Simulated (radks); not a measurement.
Problem. These are the eigenvalues of the occupied orbitals of an atom or ion with whole-number occupations (eV). All-electron calculation, scalar-relativistic Kohn-Sham, PBEsol, spin-polarised, spherical densities, finite nucleus; Fermi nuclear charge, rms radius of each element as measured or else 0.836 A^(1/3) + 0.57 fm. Program: a radial shooting solver on a logarithmic mesh with Libxc functionals.

orbital  eigenvalue
1s down   -38730.34
1s up     -38730.34
2s up     -6165.941
2s down   -6165.914
2p up     -5527.481
2p down   -5527.461
3s up     -1318.596
3s down   -1318.582
3p up     -1114.690
3p down   -1114.676
3d up     -821.4147
3d down   -821.3929
4s up     -266.0834
4s down   -266.0436
4p up     -199.7509
4p down   -199.7145
4d up     -103.7578
4d down   -103.7200
5s up      -39.0531
5s down    -38.7701
5p up      -22.5637
5p down    -22.1706
6s up       -3.8501
6s down     -3.5214
5d up       -3.3243

Which element is it, and in what charge state? The configuration may be excited. Open shells, if any, are filled with parallel spins first.

Solution. Z = 57, lanthanum, charge 0: La in [Xe] 5d1 6s2. The list shows which subshells hold electrons but not how many an open one holds; the 1s level, -1423.3 hartree, gives Z - s = 53.4 by -(Z - s)^2/2, which with screening and relativity narrows Z to a few neighbours, and the depths of the outer levels then fix element, charge and occupations together.
